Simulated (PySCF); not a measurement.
Sn(SH)4.
Bonds: Sn1–S2, Sn1–S4, Sn1–S6, Sn1–S8. Hydrogens: H3 on S2; H5 on S4; H7 on S6; H9 on S8.

A linear-response calculation (PySCF, def2-SVPD basis, gas phase, vertical, core orbitals frozen in the response) gave these numbers; the functional is withheld.

Orbital energies (eV): HOMO-3 -9.97, HOMO-2 -9.73, HOMO-1 -9.63, HOMO -9.60, LUMO -0.76, LUMO+1 0.93, LUMO+2 1.34.

| state | E (eV) | f | main configurations (H = HOMO, L = LUMO) |
| --- | --- | --- | --- |
| S1 | 4.55 | 0.020 | H→L (87%) |
| S2 | 4.56 | 0.021 | H-1→L (87%) |
| S3 | 4.80 | 0.013 | H-3→L (76%), H-2→L (15%) |
| S4 | 4.82 | 0.067 | H-2→L (74%), H-3→L (15%) |
| S5 | 6.28 | 0.014 | H→L+1 (53%) |
| S6 | 6.29 | 0.011 | H-1→L+1 (53%) |

Triplets, Tamm–Dancoff:

```csv
state,E (eV),λ (nm),"main configurations (H = HOMO, L = LUMO)"
T1,4.15,298.9,"H-1→L (51%), H→L (38%)"
T2,4.15,298.6,"H→L (51%), H-1→L (38%)"
T3,4.25,291.9,H-2→L (91%)
```

Vertical ionisation energy by ΔSCF with the same functional: 9.79 eV. Mean static polarisability: 129.4 au.

Problem. Which of these was used?
A. B3LYP
B. HF
C. PBE
D. wB97X-D

Solution. D. wB97X-D is range-separated, 22% exact exchange at short range and 100% at long range (ω = 0.2 bohr⁻¹). In this run −ε(HOMO) = 9.60 eV differs from the ΔSCF value by -0.20 eV, and S1 differs from the orbital gap of 8.83 eV by -4.28 eV. The ratio −ε(HOMO)/IP is 0.98. Small neutral molecules mostly give 0.89 to 0.99 with wB97X-D, 0.5 to 0.7 with PBE, 0.67 to 0.83 with B3LYP; with Hartree–Fock the ratio is 1 or more (Koopmans' value less the relaxation energy is the ΔSCF value).

Method: TDDFT wB97X-D/def2-SVPD, vertical, gas phase, core orbitals frozen in the response, def2 core potentials past Kr in PySCF 2.14.0, density-fitted response routines. Geometry: PBE0-D3(BJ)/def2-SVP; no solvent, vibrations or thermal averaging. Spin–orbit coupling is left out.
